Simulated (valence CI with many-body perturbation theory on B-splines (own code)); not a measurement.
**Energy levels of Au LIX**

Method: configuration interaction combined with many-body perturbation theory (CI+MBPT): three valence electrons over a frozen Dirac-Fock core [Ar], radial functions for each j: 9 s, 9 p, 10 d, 8 f, 5 g, 3 h, 1 i, with the one-electron correlation potential Σ1 (screened to all orders), the two-electron term Σ2, the three-electron term Σ3, Breit, model QED; selected single and double excitations, second order for the rest (own B-spline code, finite nucleus).

The last digits are not significant, and no measured levels were compared; by estimate large intervals hold to a few tenths of a per cent, small ones and those within an open d or f shell to about a per cent. The list stops below the first excitations out of the core. Only levels of the ground parity were solved; by the run's estimate the other parity begins above the list, which can be wrong where configurations are misplaced.

Levels 1 to 16 of 16, with energies above the lowest level, (3d3/2^3) J=3/2. "Leading %" is the weight of the configuration and term that name the level; weights of strongly mixed levels are sums over their largest components and can fall short. In the jj column 3d3/2^4 stands for four electrons in 3d with j = 3/2. Lifetimes count E1, E2, E3, M1 and M2 decay at the calculated energies, and are blank where another channel may lead or the interval is too uncertain; long ones can be off by a factor of two.

```
No.  Configuration  Term     J  E (cm⁻¹)  Leading %             Leading jj  Lifetime  Second component
  1            3d³    ⁴F   3/2         0         42         3d3/2^3 (99 %)                 41 % 3d³ ²D
  2            3d³    ⁴F   5/2    739630         80  3d3/2^2 3d5/2 (100 %)    110 ns       18 % 3d³ ²D
  3            3d³    ⁴P   3/2    793610         38   3d3/2^2 3d5/2 (99 %)    138 ns       34 % 3d³ ⁴F
  4            3d³    ²H   9/2    823910         48  3d3/2^2 3d5/2 (100 %)                 41 % 3d³ ²G
  5            3d³    ²G   7/2    828330         50   3d3/2^2 3d5/2 (98 %)    110 μs       29 % 3d³ ⁴F
  6            3d³    ⁴P   1/2    841060         56  3d3/2^2 3d5/2 (100 %)    373 ns       44 % 3d³ ²P
  7            3d³    ²D   5/2   1052300         48   3d3/2^2 3d5/2 (98 %)   1.37 μs       28 % 3d³ ⁴P
  8            3d³    ⁴F   7/2   1553600         69   3d3/2 3d5/2^2 (99 %)   63.5 ns       29 % 3d³ ²G
  9            3d³    ⁴F   9/2   1594700         49   3d3/2 3d5/2^2 (99 %)    107 ns       40 % 3d³ ²H
 10            3d³    ⁴P   3/2   1642200         40  3d3/2 3d5/2^2 (100 %)   55.5 ns       37 % 3d³ ²D
 11            3d³    ²P   1/2   1668100         56  3d3/2 3d5/2^2 (100 %)   84.2 ns       44 % 3d³ ⁴P
 12            3d³    ²H  11/2   1676000        100  3d3/2 3d5/2^2 (100 %)    279 ns                  
 13            3d³    ⁴P   5/2   1678100         41   3d3/2 3d5/2^2 (98 %)    102 ns       38 % 3d³ ²D
 14            3d³    ²F   7/2   1759900         77   3d3/2 3d5/2^2 (99 %)    215 ns       21 % 3d³ ²G
 15            3d³    ²F   5/2   1761100         45   3d3/2 3d5/2^2 (99 %)    165 ns       39 % 3d³ ²D
 16            3d³    ²D   3/2   1944000         82   3d3/2 3d5/2^2 (98 %)    120 ns       14 % 3d³ ²P
```

The ionisation energy to 3d² ³F2 of the next ion comes out as 5995 eV (NIST: 5994 ± 6 eV (theoretical)). All 16 levels together are meant to be complete up to 2043400 cm⁻¹.
